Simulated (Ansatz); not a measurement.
`C=C[B](C)[GaH][F]` + `O=CBCl` → `C=CB(C)BCl` + `O=[CH][GaH][F]`  (redistribution)

Isolated molecules relaxed with PBE0-D4/def2-TZVP in Ansatz; ΔE leaves out vibrations. CCSD(T)/CBS adds triple-zeta CCSD(T) − MP2 to the extrapolated MP2 energy (def2 sets, frozen cores). DFT in def2-TZVPP. For Ga outer-core shells are correlated without core-valence functions, which leaves a few kJ/mol of doubt a bond. Scalar relativity is left out up to krypton. Each species was taken in one conformer, which may not be the lowest.

`C=C[B](C)[GaH][F]`:

Z-matrix (Å, degrees):
```
C
B 1 1.561
H 1 1.101 2 105.6
H 1 1.094 2 114.7 3 -116.8
H 1 1.093 2 114.6 3 115.2
C 2 1.544 1 122.1 3 104.2
Ga 2 2.103 1 119.9 3 -75.3
C 6 1.338 2 121.1 1 35.8
H 6 1.089 2 121.2 1 -152.9
F 7 1.777 2 113.9 1 100.5
H 7 1.572 2 136.3 1 -79.8
H 8 1.086 6 122.4 2 171.1
H 8 1.086 6 121.5 2 -6.7
```

`O=CBCl`:

Z-matrix (Å, degrees):
```
C
B 1 1.583
O 1 1.210 2 117.4
H 1 1.114 2 122.4 3 176.2
Cl 2 1.733 1 117.8 3 -114.8
H 2 1.189 1 122.5 3 61.6
```

`C=CB(C)BCl`:

Z-matrix (Å, degrees):
```
C
B 1 1.568
H 1 1.100 2 106.1
H 1 1.093 2 114.9 3 117.8
H 1 1.094 2 113.6 3 -115.2
C 2 1.553 1 121.6 3 -104.9
B 2 1.676 1 119.0 3 73.6
C 6 1.336 2 122.4 1 -28.6
H 6 1.089 2 120.3 1 158.0
Cl 7 1.757 2 118.4 1 -90.5
H 7 1.197 2 126.7 1 89.1
H 8 1.086 6 122.4 2 -173.5
H 8 1.086 6 121.5 2 4.9
```

`O=[CH][GaH][F]`:

Z-matrix (Å, degrees):
```
C
Ga 1 2.030
O 1 1.202 2 120.5
H 1 1.115 2 119.6 3 180.0
F 2 1.762 1 112.4 3 -179.9
H 2 1.556 1 131.1 3 0.1
```

Question: Is it downhill or uphill in electronic energy at CCSD(T)/CBS, and by how much? (An estimate is asked.)

Answer: Ansatz gave: Uphill: ΔE = +20.7 kJ/mol.

Question: What do these levels give: PBE-D4, B2PLYP, r2SCAN, PBE0, HF/def2-TZVPP, MP2/def2-TZVPP, CCSD/def2-TZVPP, CCSD(T)/def2-TZVPP, HF/def2-QZVPP, MP2/def2-QZVPP, MP2/CBS(def2), CCSD/CBS(def2)? (Estimate.)

Answer: The calculation gave: PBE-D4 18.1, B2PLYP 17.1, r2SCAN 16.9, PBE0 17.6, HF/def2-TZVPP 13.1, MP2/def2-TZVPP 18.8, CCSD/def2-TZVPP 16.5, CCSD(T)/def2-TZVPP 17.0, HF/def2-QZVPP 12.3, MP2/def2-QZVPP 20.6, MP2/CBS(def2) 22.5, CCSD/CBS(def2) 20.1 kJ/mol.

Largest T1 diagnostic among the species: 0.016.

In def2-TZVPP, CCSD(T) changes the Hartree–Fock value by +3.8 kJ/mol (the triples alone add +0.5 kJ/mol) and MP2 by +5.6 kJ/mol.
